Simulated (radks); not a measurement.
Results of a calculation; reference values are marked as such.
Q: Numerical settings for the germanium ion Ge11+, [Ar] 3d3. Code: a radial shooting solver on a logarithmic mesh with Libxc functionals. Model: scalar-relativistic Kohn-Sham, SCAN, spin-unpolarised, spherical densities, finite nucleus; meta-GGA in the generalised Kohn-Sham scheme; Fermi nuclear charge, rms radius 4.0742 fm. The defaults (mesh step 0.008 in ln r, mesh end at 40 bohr or more with all orbitals vanishing there, Anderson mixing 0.5 over 9 steps, residual threshold near 1e-9 with the energy settled to 1e-9 hartree or 1e-11 of itself, here a cap of 59 iterations) give E = -2048.269 hartree and 3d at -304.41 eV in 13 iterations. Run on one thread of a shared host, so times are rough (Arm Neoverse N1): 0.1 s of CPU time, 0.1 s wall, 13 iterations on 2189 mesh points. One setting is changed at a time: mesh step in ln r 0.012; mesh step in ln r 0.05; mesh step in ln r 0.08; mesh end (bohr) 400; mesh end (bohr) 5; residual threshold 0.1; residual threshold 1e-05; mixing 0.2; linear mixing, mixing 0.2; linear mixing, mixing 0.05; mixing history 3; iteration cap 3. Which runs fail to converge, and which converge to a wrong energy?

A: Not converged within the cap: mesh step in ln r 0.08; linear mixing, mixing 0.2; linear mixing, mixing 0.05; iteration cap 3. Settings that end as converged yet miss the energy by more than 1 mhartree: mesh step in ln r 0.012 (-0.00335 hartree); mesh step in ln r 0.05 (-0.0229 hartree).
